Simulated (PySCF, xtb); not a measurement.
Si(H)2(Cl)(NMe2) (C₂H₈ClNSi), SMILES CN(C)[SiH2]Cl. Other conformers were not sampled.

Harmonic wavenumbers (cm⁻¹) from GFN2-xTB (xtb) at its own minimum, in rising order: 57, 140, 164, 195, 268, 289, 389, 509, 520, 585, 695, 745, 806, 1044, 1059, 1090, 1127, 1203, 1311, 1419, 1429, 1478, 1487, 1498, 1509, 2187, 2280, 2905, 2906, 2956, 2960, 3041, 3045.

Task: What does ωB97X-D3(BJ)/def2-SVP (PySCF 2.14.0) give at its own minimum? (The exact figures need the calculation; the answer reports its results.)

Result: 58, 87, 209, 210, 285, 321, 373, 536, 633, 706, 791, 925, 942, 1045, 1099, 1122, 1178, 1273, 1344, 1445, 1465, 1471, 1475, 1493, 1514, 2293, 2300, 3017, 3021, 3091, 3097, 3153, 3154. Paired by order, the mean absolute difference is 61 cm⁻¹ and the zero-point energies are 61.9 and 64.5 kcal/mol.
